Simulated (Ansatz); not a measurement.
## Ansatz timings: KSiN2H4Cl (SMILES [NH2][K].N[Si]Cl)

KSiN2H4Cl has 9 atoms, charge 0, and is taken as a singlet. As SMILES, `[NH2][K].N[Si]Cl`. The shape comes from GFN2-xTB, which is rough for such elements, and wasn't checked as a minimum. This is one conformer, not always the lowest.

```xyz
9

N    -1.8952   -3.0540   -0.6266
K    -1.1723   -0.7818   -0.6923
H    -1.5786   -3.7649    0.0282
H    -2.5607   -3.5694   -1.1961
N     1.9394    2.4492    0.8741
Si    0.9461    1.0778    0.6332
Cl   -0.2031    1.8450   -0.9315
H     2.6577    2.4982    1.5754
H     1.8666    3.3000    0.3355
```

Program: Ansatz 0.2.0. Hardware: 1 thread of Intel Xeon at 2.50GHz (Skylake/Cascade Lake), shared host, so times are rough. Ansatz fits the integrals of SCF and DFT runs by default. Its times include its search for lower SCF states.

Q: Estimate their order by wall time, quickest first.
A. energy at SVWN5/def2-SVP
B. energy at PBE0-D3(BJ)/def2-TZVPD
C. energy at B3LYP-D3(BJ)/def2-SVP

A: A (7.2 s), C (21 s), B (63 s).
